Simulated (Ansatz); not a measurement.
**What each rung costs, and what it gives**

Saddle point of BH$_{2}$SOF, closed shell (BH₂SOF ([OH][B]([F])[SH]) → BOF + H₂S; bonds formed: S2–H4; bonds broken: B1–S2, O3–H4), PBE0-D4/def2-TZVP structure:

| atom | x (Å) | y (Å) | z (Å) |
| --- | --- | --- | --- |
| B1 | -0.7263 | -0.3156 | -0.2991 |
| S2 | 0.5796 | 0.7889 | 0.9365 |
| O3 | -0.3245 | 0.0211 | -1.4515 |
| H4 | 0.6212 | 0.7889 | -0.5449 |
| F5 | -1.6091 | -1.0599 | 0.3212 |
| H6 | 1.4591 | -0.2234 | 1.0378 |

Barriers are electronic and count from the start structure reached by relaxing down the imaginary mode.

Computed with Ansatz 0.2.0 (basis: as named in each row); correlated methods freeze the cores. B3LYP uses VWN-RPA correlation. Extrapolation: Hartree–Fock as exp(−7.88 √X), correlation as X^−2.97.

Times are rough, for one single point on 2 threads of a shared host (Arm Neoverse V2).

The estimate by CCSD(T) at an estimated basis limit (MP2 extrapolated from triple and quadruple zeta, plus CCSD(T) − MP2 in triple zeta) is 223.9 kJ/mol.

```json
{"method": "HF", "basis": "STO-3G", "time (s)": "under 1", "barrier (kJ/mol)": "370.2", "method less estimate": "146.3"}
{"method": "PBE-D4", "basis": "STO-3G", "time (s)": "under 1", "barrier (kJ/mol)": "179.5", "method less estimate": "-44.4"}
{"method": "SPW92", "basis": "def2-SVP", "time (s)": "under 1", "barrier (kJ/mol)": "181.1", "method less estimate": "-42.8"}
{"method": "PBE-D4", "basis": "def2-SVP", "time (s)": "under 1", "barrier (kJ/mol)": "185.5", "method less estimate": "-38.4"}
{"method": "B3LYP-D4", "basis": "6-31G", "time (s)": "under 1", "barrier (kJ/mol)": "235.6", "method less estimate": "11.6"}
{"method": "PBE0-D4", "basis": "def2-SVP", "time (s)": "under 1", "barrier (kJ/mol)": "214.3", "method less estimate": "-9.7"}
{"method": "SPW92", "basis": "def2-TZVPP", "time (s)": "under 1", "barrier (kJ/mol)": "184.0", "method less estimate": "-39.9"}
{"method": "CCSD(T)", "basis": "def2-SVP", "time (s)": "1", "barrier (kJ/mol)": "223.8", "method less estimate": "-0.2"}
{"method": "PBE-D4", "basis": "def2-TZVPP", "time (s)": "1", "barrier (kJ/mol)": "188.0", "method less estimate": "-35.9"}
{"method": "BLYP-D4", "basis": "def2-TZVPP", "time (s)": "1", "barrier (kJ/mol)": "191.2", "method less estimate": "-32.7"}
{"method": "PBE0-D4", "basis": "def2-TZVPP", "time (s)": "2", "barrier (kJ/mol)": "215.0", "method less estimate": "-8.9"}
{"method": "BHLYP-D4", "basis": "def2-TZVPP", "time (s)": "2", "barrier (kJ/mol)": "244.0", "method less estimate": "20.0"}
{"method": "CAM-B3LYP-D4", "basis": "def2-TZVPP", "time (s)": "2", "barrier (kJ/mol)": "224.2", "method less estimate": "0.3"}
{"method": "B3LYP-D4", "basis": "def2-TZVPP", "time (s)": "2", "barrier (kJ/mol)": "213.6", "method less estimate": "-10.3"}
{"method": "r2SCAN-D4", "basis": "def2-TZVPP", "time (s)": "3", "barrier (kJ/mol)": "208.1", "method less estimate": "-15.8"}
{"method": "RPA on PBE", "basis": "def2-TZVPP", "time (s)": "3", "barrier (kJ/mol)": "217.2", "method less estimate": "-6.7"}
{"method": "B2PLYP", "basis": "def2-TZVPP", "time (s)": "3", "barrier (kJ/mol)": "217.2", "method less estimate": "-6.8"}
{"method": "PBE-QIDH", "basis": "def2-TZVPP", "time (s)": "3", "barrier (kJ/mol)": "227.9", "method less estimate": "4.0"}
{"method": "r2SCAN0-D4", "basis": "def2-TZVPP", "time (s)": "3", "barrier (kJ/mol)": "226.3", "method less estimate": "2.4"}
{"method": "wB97M-V", "basis": "def2-SVP", "time (s)": "3", "barrier (kJ/mol)": "219.1", "method less estimate": "-4.8"}
{"method": "B97M-V", "basis": "def2-TZVPP", "time (s)": "6", "barrier (kJ/mol)": "222.2", "method less estimate": "-1.7"}
{"method": "wB97X-V", "basis": "def2-TZVPP", "time (s)": "6", "barrier (kJ/mol)": "227.4", "method less estimate": "3.5"}
{"method": "wB97M-V", "basis": "def2-TZVPP", "time (s)": "6", "barrier (kJ/mol)": "221.4", "method less estimate": "-2.6"}
{"method": "MP2", "basis": "def2-QZVPP", "time (s)": "9", "barrier (kJ/mol)": "216.4", "method less estimate": "-7.5"}
{"method": "CCSD(T)", "basis": "def2-TZVPP", "time (s)": "28", "barrier (kJ/mol)": "225.1", "method less estimate": "1.2"}
```

All methods are single points on the PBE0-D4 structures.

No T1 diagnostic of these runs exceeds 0.016.

Labels in which every atom is bracketed show which atoms are joined, not bond orders.
